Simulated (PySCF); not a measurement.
**In⁺ (indium, charge +1) across methods**

[Kr] 4d10 5s2, closed-shell 1S. Calculation: PySCF 2.14, in dyall-av2z; the non-relativistic Hamiltonian (point nucleus).

```csv
method,E (hartree),mean ε 4p (eV),mean ε 4d (eV),mean ε 5s (eV),Σ⟨r²⟩ (bohr²),⟨S²⟩
M06,-5742.24,-89.004,-29.669,-15.501,41.46,0.000
PBE,-5741.88,-83.558,-27.159,-14.227,41.74,0.000
CAM-B3LYP,-5742.64,-89.624,-31.076,-16.411,41.88,0.000
UHF,-5739.97062,-102.72,-36.224,-16.517,42.66,0.000
HSE06,-5741.94,-88.213,-29.250,-14.693,41.75,0.000
r2SCAN,-5742.40,-85.897,-27.812,-14.400,41.71,0.000
PBE0,-5742.04,-88.640,-29.690,-15.009,41.78,0.000
LDA,-5737.09,-83.560,-27.344,-14.589,41.56,0.000
```

A non-relativistic calculation at this Z misses sizeable relativistic shifts.
